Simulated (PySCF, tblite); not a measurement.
C₈H₁₈P (charge +1).
SMILES with atom numbers: `[CH3:1]/[CH:2]=[CH:3]/[P@H+:4]([CH3:5])[C:6]([CH3:7])([CH3:8])[CH3:9]` (hydrogens: H10, H11, H12 on C1; H13 on C2; H14 on C3; H15 on P4; H16, H17, H18 on C5; H19, H20, H21 on C7; H22, H23, H24 on C8; H25, H26, H27 on C9)

Structure optimised with GFN2-xTB, isolated species.

Task: List the bond lengths, angles and torsions at this level.

Result: 
```json
{"bond": "C1–C2", "length (Å)": "1.477", "order": "single"}
{"bond": "C2=C3", "length (Å)": "1.335", "order": "double"}
{"bond": "C3–P4", "length (Å)": "1.780", "order": "single"}
{"bond": "P4–C5", "length (Å)": "1.807", "order": "single"}
{"bond": "P4–C6", "length (Å)": "1.855", "order": "single"}
{"bond": "C6–C7, C6–C8, C6–C9", "length (Å)": "1.527", "order": "single"}
{"bond": "C1–H10, C1–H11, C1–H12", "length (Å)": "1.089", "order": "single"}
{"bond": "C2–H13", "length (Å)": "1.084", "order": "single"}
{"bond": "C3–H14", "length (Å)": "1.084", "order": "single"}
{"bond": "P4–H15", "length (Å)": "1.381", "order": "single"}
{"bond": "C5–H16, C5–H17, C5–H18", "length (Å)": "1.090", "order": "single"}
{"bond": "C7–H19 and 8 like bonds", "length (Å)": "1.089", "order": "single"}
```

Bonds in one row agree within 0.01 Å and their mean is given. Orders are formal, as drawn. A selection of angles:
```json
{"angle": "C2–C1–H10", "degrees": "109.8"}
{"angle": "C2–C1–H11", "degrees": "112.1"}
{"angle": "H10–C1–H11", "degrees": "109.4"}
{"angle": "H10–C1–H12", "degrees": "106.6"}
{"angle": "C1–C2–C3", "degrees": "124.6"}
{"angle": "C1–C2–H13", "degrees": "115.8"}
{"angle": "C3–C2–H13", "degrees": "119.6"}
{"angle": "C2–C3–P4", "degrees": "122.8"}
{"angle": "C2–C3–H14", "degrees": "121.7"}
{"angle": "P4–C3–H14", "degrees": "115.5"}
{"angle": "C3–P4–C5", "degrees": "109.3"}
{"angle": "C3–P4–C6", "degrees": "113.3"}
{"angle": "C3–P4–H15", "degrees": "107.2"}
{"angle": "C5–P4–C6", "degrees": "113.2"}
{"angle": "C5–P4–H15", "degrees": "107.3"}
{"angle": "C6–P4–H15", "degrees": "106.2"}
{"angle": "P4–C5–H16", "degrees": "110.6"}
{"angle": "P4–C5–H17", "degrees": "109.5"}
{"angle": "H16–C5–H17", "degrees": "109.6"}
{"angle": "P4–C6–C7", "degrees": "108.6"}
{"angle": "P4–C6–C8", "degrees": "106.3"}
{"angle": "P4–C6–C9", "degrees": "107.9"}
{"angle": "C7–C6–C8", "degrees": "111.1"}
{"angle": "C6–C7–H19", "degrees": "109.6"}
{"angle": "C6–C7–H20", "degrees": "111.1"}
{"angle": "H19–C7–H20", "degrees": "107.8"}
{"angle": "H20–C7–H21", "degrees": "109.0"}
```

Torsions: C1–C2–C3–P4 180° (antiperiplanar); C2–C3–P4–C5 -131° (anticlinal); C3–P4–C6–C7 60° (synclinal).

The C–C distances run from 1.335 Å (C2=C3, drawn double) to 1.528 Å (C6–C8, drawn single), a spread of 0.193 Å. P4 (phosphonium phosphorus) is distorted tetrahedral (angles from 106.2° to 113.3°). Of the pairs four or more bonds apart, C3···H22 is among the closest relative to their van der Waals radii: 2.92 Å, 101 % of the sum of Bondi's values. C3 (alkene CH carbon) is planar (angles 122.8°, 121.7° and 115.5°, sum 360.0°, 0.00 Å off the plane of its three neighbours). The C–P distances run from 1.780 Å (C3–P4, drawn single) to 1.855 Å (P4–C6, drawn single), a spread of 0.075 Å. C2 (alkene CH carbon) is planar (angles 124.6°, 119.6° and 115.8°, sum 360.0°, 0.00 Å off the plane of its three neighbours).

Point group: C1 (no symmetry element, even within 0.4 Å). Its GFN2-xTB frequencies are all real (lowest 26 cm⁻¹).

One conformer stands for the species.

These are computed values.
